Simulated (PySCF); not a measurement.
C2H9AlOSi, charge -1, doublet, geometry from GFN2-xTB (such geometries of metal compounds can be far from the true shape) (a state made from the parent by changing its charge; the spin is typed, not shown lowest) (in this run its highest filled SCF level lies above zero, so its values depend strongly on the basis, on diffuse functions most of all); DF-REVPBE/STO-3G in PySCF.

PySCF was given this input:
```python
from pyscf import gto, scf, dft

mol = gto.M(
    atom='''
Al   -0.34881118    1.10957421    0.02588643
C     1.57507863    1.93532482    0.01894674
H     2.31333395    1.44510279    0.66935395
H     1.54088226    2.98474538    0.34283830
H     2.02336401    1.94741159   -0.98453090
C    -0.91295206    1.10326809    2.04201371
H    -1.89113415    0.62875202    2.20329754
H    -1.01592447    2.13232368    2.41326227
H    -0.22115536    0.60292991    2.73447405
O    -0.22542362   -0.59625247   -0.52258112
Si   -0.03155260   -2.12172623   -0.90871916
H    -0.90794084   -3.00433504   -0.11069328
H     1.35467161   -2.59695235   -0.73488805
H    -0.38918583   -2.32181328   -2.33268279
''',
    basis='sto-3g',
    charge=-1,
    spin=1,
    verbose=4,
)

mf = dft.UKS(mol)
mf.xc = 'revpbe'
mf = mf.density_fit(auxbasis='def2-universal-jkfit')
mf.kernel()
```

The log (banner, timings and long lists left out):

```
PySCF version 2.14.0

[INPUT] verbose = 4
[INPUT] num. atoms = 14
[INPUT] num. electrons = 57
[INPUT] charge = -1
[INPUT] spin (= nelec alpha-beta = 2S) = 1
[INPUT] symmetry False subgroup None
[INPUT] Mole.unit = angstrom
[INPUT] Symbol           X                Y                Z      unit          X                Y                Z       unit  Magmom
[INPUT]  1 Al    -0.348811180000   1.109574210000   0.025886430000 AA   -0.659157599386   2.096791371781   0.048918263043 Bohr   0.0
[INPUT]  2 C      1.575078630000   1.935324820000   0.018946740000 AA    2.976467235355   3.657233871873   0.035804149553 Bohr   0.0
[INPUT]  3 H      2.313333950000   1.445102790000   0.669353950000 AA    4.371567600158   2.730848494945   1.264895645896 Bohr   0.0
[INPUT]  4 H      1.540882260000   2.984745380000   0.342838300000 AA    2.911845461601   5.640351319761   0.647870492011 Bohr   0.0
[INPUT]  5 H      2.023364010000   1.947411590000  -0.984530900000 AA    3.823603829202   3.680074556904  -1.860493762172 Bohr   0.0
[INPUT]  6 C     -0.912952060000   1.103268090000   2.042013710000 AA   -1.725229358257   2.084874532072   3.858846654507 Bohr   0.0
[INPUT]  7 H     -1.891134150000   0.628752020000   2.203297540000 AA   -3.573725608312   1.188169118067   4.163628921528 Bohr   0.0
[INPUT]  8 H     -1.015924470000   2.132323680000   2.413262270000 AA   -1.919819011544   4.029507764125   4.560404757046 Bohr   0.0
[INPUT]  9 H     -0.221155360000   0.602929910000   2.734474050000 AA   -0.417923061380   1.139372402209   5.167407049230 Bohr   0.0
[INPUT] 10 O     -0.225423620000  -0.596252470000  -0.522581120000 AA   -0.425988903808  -1.126753869395  -0.987535194668 Bohr   0.0
[INPUT] 11 Si    -0.031552600000  -2.121726230000  -0.908719160000 AA   -0.059625772518  -4.009481486006  -1.717230336545 Bohr   0.0
[INPUT] 12 H     -0.907940840000  -3.004335040000  -0.110693280000 AA   -1.715759524908  -5.677370412034  -0.209179983030 Bohr   0.0
[INPUT] 13 H      1.354671610000  -2.596952350000  -0.734888050000 AA    2.559958331624  -4.907528700046  -1.388737146716 Bohr   0.0
[INPUT] 14 H     -0.389185830000  -2.321813280000  -2.332682790000 AA   -0.735454630262  -4.387591211578  -4.408131608586 Bohr   0.0

nuclear repulsion = 265.701429936109
number of shells = 28
number of NR pGTOs = 126
number of NR cGTOs = 42
basis = sto-3g
ecp = {}

******** <class 'pyscf.df.df_jk.DFUKS'> ********
method = DFUKS
initial guess = minao
damping factor = 0
level_shift factor = 0
DIIS = <class 'pyscf.scf.diis.CDIIS'>
diis_start_cycle = 1
diis_space = 8
diis_damp = 0
SCF conv_tol = 1e-09
SCF conv_tol_grad = None
SCF max_cycles = 50
direct_scf = False
number electrons alpha = 29  beta = 28
XC library pyscf.dft.libxc version 7.1.2
    S. Lehtola, C. Steigemann, M. J. T. Oliveira, and M. A. L. Marques,  SoftwareX 7, 1–5 (2018)
XC functionals = revpbe
    Y. Zhang and W. Yang,  Phys. Rev. Lett. 80, 890 (1998)
    J. P. Perdew, K. Burke, and M. Ernzerhof,  Phys. Rev. Lett. 77, 3865 (1996)
    J. P. Perdew, K. Burke, and M. Ernzerhof,  Phys. Rev. Lett. 78, 1396 (1997)
radial grids:
    Treutler-Ahlrichs [JCP 102, 346 (1995); DOI:10.1063/1.469408] (M4) radial grids

becke partition: Becke, JCP 88, 2547 (1988); DOI:10.1063/1.454033
pruning grids: <function nwchem_prune>
grids dens level: 3
symmetrized grids: False
atomic radii adjust function: <function treutler_atomic_radii_adjust>
small_rho_cutoff = 0
Set gradient conv threshold to 3.16228e-05
tot grids = 168952
init E= -679.9632239626

cycle= 1 E= -679.919520230474  delta_E= 0.0437  |g|= 0.633  |ddm|=  3.1
cycle= 2 E= -677.133241596289  delta_E= 2.79  |g|= 2.35  |ddm|=  3.9
cycle= 3 E= -680.182364489904  delta_E= -3.05  |g|= 0.266  |ddm|= 3.16
cycle= 4 E= -680.219914985536  delta_E= -0.0376  |g|= 0.111  |ddm|= 0.485
cycle= 5 E= -680.227839717773  delta_E= -0.00792  |g|= 0.0125  |ddm|= 0.157
cycle= 6 E= -680.227936829615  delta_E= -9.71e-05  |g|= 0.00359  |ddm|= 0.0197
cycle= 7 E= -680.22794638309  delta_E= -9.55e-06  |g|= 0.000292  |ddm|= 0.00696
cycle= 8 E= -680.227946466882  delta_E= -8.38e-08  |g|= 8.23e-05  |ddm|= 0.000802
cycle= 9 E= -680.227946472594  delta_E= -5.71e-09  |g|= 1.3e-05  |ddm|= 0.000183
cycle= 10 E= -680.227946472791  delta_E= -1.98e-10  |g|= 5.02e-06  |ddm|= 4.4e-05
Extra cycle  E= -680.227946472782  delta_E= 9.09e-12  |g|= 6.9e-06  |ddm|= 1.95e-05
converged SCF energy = -680.227946472782  <S^2> = 0.75085548  2S+1 = 2.0008553
```
